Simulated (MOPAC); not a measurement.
Input file for MOPAC: PM3 on BF2H3Si (SMILES FB(F)[SiH3]), a point of a torsion scan.

```
PM3 1SCF PRECISE CHARGE=0 THREADS=1
BF2H3Si

F      1.83450843 1    -1.21860534 1     0.00400817 1
B      1.15286541 1    -0.08696858 1     0.00231938 1
F      1.95260511 1     0.96454722 1    -0.02096362 1
Si    -0.82705011 1     0.03085115 1     0.03142978 1
H     -1.46580606 1    -1.28738005 1     0.05542472 1
H     -1.30775194 1     0.76590082 1     1.20687206 1
H     -1.34426097 1     0.74057993 1    -1.14406398 1
```

Program output:

```
*******************************************************************************
 **                                                                           **
 **                              MOPAC v23.2.5                                **
 **                                                                           **
 *******************************************************************************
 ** MOPAC's Digital Object Identifier: https://doi.org/10.5281/zenodo.6511958 **
 **                                                                           **
 ** Please cite the open-source release paper for use of this MOPAC version:  **
 ** J. E. Moussa and J. J. P. Stewart (2026)                                  **
 ** MOPAC: An open-source semiempirical molecular orbital program             **
 ** J. Open Source Softw., 11(119), 8025, https://doi.org/10.21105/joss.08025 **
 *******************************************************************************

                              PM3 CALCULATION RESULTS

 *******************************************************************************
 *  PM3        - The PM3 Hamiltonian to be used
 *
 *
 *
 *                 CHARGE ON SYSTEM = 0
 *
 *
 *
 *  PRECISE    - TIGHTER CRITERIA TO BE USED
 *  1SCF       - DO 1 SCF AND THEN STOP
 *  THREADS=1  - MULTI-THREADING NOT USED
 *  T=         - A TIME OF 172800.0 SECONDS REQUESTED
 *  DUMP=N     - RESTART FILE WRITTEN EVERY 7200.0 SECONDS REQUESTED
 *******************************************************************************
PM3 1SCF PRECISE CHARGE=0 THREADS=1
 BF2H3Si

   ATOM   CHEMICAL          X               Y               Z
  NUMBER   SYMBOL      (ANGSTROMS)     (ANGSTROMS)     (ANGSTROMS)

     1       F          1.83450843  *  -1.21860534  *   0.00400817  *
     2       B          1.15286541  *  -0.08696858  *   0.00231938  *
     3       F          1.95260511  *   0.96454722  *  -0.02096362  *
     4      Si         -0.82705011  *   0.03085115  *   0.03142978  *
     5       H         -1.46580606  *  -1.28738005  *   0.05542472  *
     6       H         -1.30775194  *   0.76590082  *   1.20687206  *
     7       H         -1.34426097  *   0.74057993  *  -1.14406398  *



          CARTESIAN COORDINATES

    NO.       ATOM           X           Y           Z

     1         F          1.8345     -1.2186      0.0040
     2         B          1.1529     -0.0870      0.0023
     3         F          1.9526      0.9645     -0.0210
     4        Si         -0.8271      0.0309      0.0314
     5         H         -1.4658     -1.2874      0.0554
     6         H         -1.3078      0.7659      1.2069
     7         H         -1.3443      0.7406     -1.1441

  H: (PM3): J. J. P. STEWART, J. COMP. CHEM. 10, 209 (1989).
  B: (PM3): J. J. P. STEWART, J. MOL. MOD., 10, 155-164 (2004)
  F: (PM3): J. J. P. STEWART, J. COMP. CHEM. 10, 209 (1989).
 Si: (PM3): J. J. P. STEWART, J. COMP. CHEM. 10, 209 (1989).

           Empirical Formula: H3 F2 B Si  =     7 atoms



      MOLECULAR POINT GROUP   :   Cs


      RHF CALCULATION, NO. OF DOUBLY OCCUPIED LEVELS = 12


 -------------------------------------------------------------------------------
 PM3 1SCF PRECISE CHARGE=0 THREADS=1
 BF2H3Si



     1SCF WAS SPECIFIED, SO BFGS WAS NOT USED
     SCF FIELD WAS ACHIEVED


                              PM3 CALCULATION
                                                       MOPAC v23.2.5 Linux




          FINAL HEAT OF FORMATION =       -178.62555 KCAL/MOL =    -747.36931 KJ/MOL


          COSMO AREA              =        112.34 SQUARE ANGSTROMS
          COSMO VOLUME            =         99.58 CUBIC ANGSTROMS

          IONIZATION POTENTIAL    =         12.006961 EV
          HOMO LUMO ENERGIES (EV) =        -12.007 -0.477
          NO. OF FILLED LEVELS    =         12
          MOLECULAR WEIGHT        =         79.9160         POINT GROUP:  Cs

          MOLECULAR DIMENSIONS (Angstroms)

            Atom       Atom       Distance
            H     5    F     3     4.09421
            F     1    H     7     3.58370
            F     1    H     6     2.22120


          SCF CALCULATIONS        =          1





   ATOM   CHEMICAL          X               Y               Z
  NUMBER   SYMBOL      (ANGSTROMS)     (ANGSTROMS)     (ANGSTROMS)

     1       F          1.83450843  *  -1.21860534  *   0.00400817  *
     2       B          1.15286541  *  -0.08696858  *   0.00231938  *
     3       F          1.95260511  *   0.96454722  *  -0.02096362  *
     4      Si         -0.82705011  *   0.03085115  *   0.03142978  *
     5       H         -1.46580606  *  -1.28738005  *   0.05542472  *
     6       H         -1.30775194  *   0.76590082  *   1.20687206  *
     7       H         -1.34426097  *   0.74057993  *  -1.14406398  *

                             CARTESIAN COORDINATES

   1    F        1.834508430    -1.218605340     0.004008170
   2    B        1.152865410    -0.086968580     0.002319380
   3    F        1.952605110     0.964547220    -0.020963620
   4   Si       -0.827050110     0.030851150     0.031429780
   5    H       -1.465806060    -1.287380050     0.055424720
   6    H       -1.307751940     0.765900820     1.206872060
   7    H       -1.344260970     0.740579930    -1.144063980


           Empirical Formula: H3 F2 B Si  =     7 atoms



      MOLECULAR POINT GROUP   :   Cs


                  EIGENVALUES
 -27.77615 -24.50589 -20.50832 -18.64251 -17.91362 -17.14900 -16.25506 -15.96376
 -15.70990 -12.12437 -12.08277 -12.00696  -0.47750   0.76793   1.14442   1.78204
   2.09537   4.75805   4.89158


              NET ATOMIC CHARGES AND DIPOLE CONTRIBUTIONS

  ATOM NO.   TYPE          CHARGE      No. of ELECS.   s-Pop       p-Pop
    1          F          -0.097228        7.0972     1.58544     5.51179
    2          B          -0.135578        3.1356     1.16232     1.97326
    3          F          -0.098266        7.0983     1.58570     5.51256
    4         Si           0.567993        3.4320     0.87609     2.55592
    5          H          -0.084260        1.0843     1.08426
    6          H          -0.076332        1.0763     1.07633
    7          H          -0.076330        1.0763     1.07633
 DIPOLE           X         Y         Z       TOTAL
 POINT-CHG.    -3.220     0.223     0.047     3.228
 HYBRID         1.366    -0.051    -0.020     1.367
 SUM           -1.854     0.172     0.026     1.862


          ATOMIC ORBITAL ELECTRON POPULATIONS

     Atom    s        px        py        pz
    1  F   1.58544   1.89837   1.77419   1.83922
    2  B   1.16232   0.93746   0.68779   0.34801
    3  F   1.58570   1.87550   1.79739   1.83967
    4 Si   0.87609   0.73976   0.90537   0.91078
    5  H   1.08426
    6  H   1.07633
    7  H   1.07633

 **********************
 *                    *
 * JOB ENDED NORMALLY *
 *                    *
 **********************




 == MOPAC DONE ==
```

The run finished.

Cost: about 0.020 core-seconds (a rough figure).
